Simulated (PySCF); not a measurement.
## Radial density of H (hydrogen, neutral)

UHF, 1s1, 2S determinant. Calculation: PySCF 2.14, in x2c-TZVPPall; the spin-free X2C one-electron Hamiltonian (Gaussian nucleus).

```json
{"r (bohr)": "0.0274", "4πr²ρ (e/bohr)": "0.002698", "4πr²(ρα − ρβ)": "0.0027"}
{"r (bohr)": "0.0461", "4πr²ρ (e/bohr)": "0.007524", "4πr²(ρα − ρβ)": "0.0075"}
{"r (bohr)": "0.0776", "4πr²ρ (e/bohr)": "0.02049", "4πr²(ρα − ρβ)": "0.0205"}
{"r (bohr)": "0.131", "4πr²ρ (e/bohr)": "0.05275", "4πr²(ρα − ρβ)": "0.0528"}
{"r (bohr)": "0.220", "4πr²ρ (e/bohr)": "0.1238", "4πr²(ρα − ρβ)": "0.1238"}
{"r (bohr)": "0.369", "4πr²ρ (e/bohr)": "0.2609", "4πr²(ρα − ρβ)": "0.2609"}
{"r (bohr)": "0.621", "4πr²ρ (e/bohr)": "0.4446", "4πr²(ρα − ρβ)": "0.4446"}
{"r (bohr)": "1.04", "4πr²ρ (e/bohr)": "0.5423", "4πr²(ρα − ρβ)": "0.5423"}
{"r (bohr)": "1.76", "4πr²ρ (e/bohr)": "0.3669", "4πr²(ρα − ρβ)": "0.3669"}
{"r (bohr)": "2.96", "4πr²ρ (e/bohr)": "0.09360", "4πr²(ρα − ρβ)": "0.0936"}
{"r (bohr)": "4.97", "4πr²ρ (e/bohr)": "0.004862", "4πr²(ρα − ρβ)": "0.0049"}
```

Densities and radii are taken from the X2C orbitals without a picture-change correction, which distorts them close to the nucleus.
